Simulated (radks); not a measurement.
Q: The tin anion Sn4-, [Xe], held by a Watson sphere: a shell of charge +4 at radius R that stands for the Madelung well of a crystal (potential energy -4/R inside, -4/r outside, in hartree with lengths in bohr). All-electron calculation, scalar-relativistic Kohn-Sham, PBE, spin-polarised, spherical densities, finite nucleus; Fermi nuclear charge, rms radius of each element as measured or else 0.836 A^(1/3) + 0.57 fm. Program: a radial shooting solver on a logarithmic mesh with Libxc functionals. Response by self-consistent Sternheimer equations with the Hartree and adiabatic LDA kernel, the relativistic mass of each level held fixed and spin-orbit coupling left out. The sphere does not respond.

| R (bohr) | e(4d) (eV) | e(5s) (eV) | e(5p) (eV) | <r> 5p (bohr) | sum of <r^2> (bohr^2) | X-ray form factor at sin(theta)/lambda = 0.1 1/angstrom | alpha (bohr^3) |
|---|---|---|---|---|---|---|---|
| 2.8 | -25.575 | -13.145 | -6.549 | 3.010 | 99.49 | 48.228 | 63.72 |
| 3.76 | -23.799 | -10.592 | -5.089 | 3.534 | 125.6 | 47.412 | 123.9 |
| 3.92 | -23.667 | -10.283 | -4.877 | 3.623 | 130.4 | 47.292 | 138.4 |
| 5.2 | -23.182 | -8.692 | -3.567 | 4.361 | 173.6 | 46.553 | 320.0 |
| 5.41 | -23.155 | -8.548 | -3.411 | 4.485 | 181.7 | 46.469 | 363.3 |
| 5.48 | -23.148 | -8.505 | -3.362 | 4.526 | 184.4 | 46.443 | 378.6 |

Estimate the row for R = 2.61 bohr.

A: e(4d) (eV) -26.307; e(5s) (eV) -13.806; e(5p) (eV) -6.851; <r> 5p (bohr) 2.912; sum of <r^2> (bohr^2) 94.94; X-ray form factor at sin(theta)/lambda = 0.1 1/angstrom 48.402; alpha (bohr^3) 56.14.
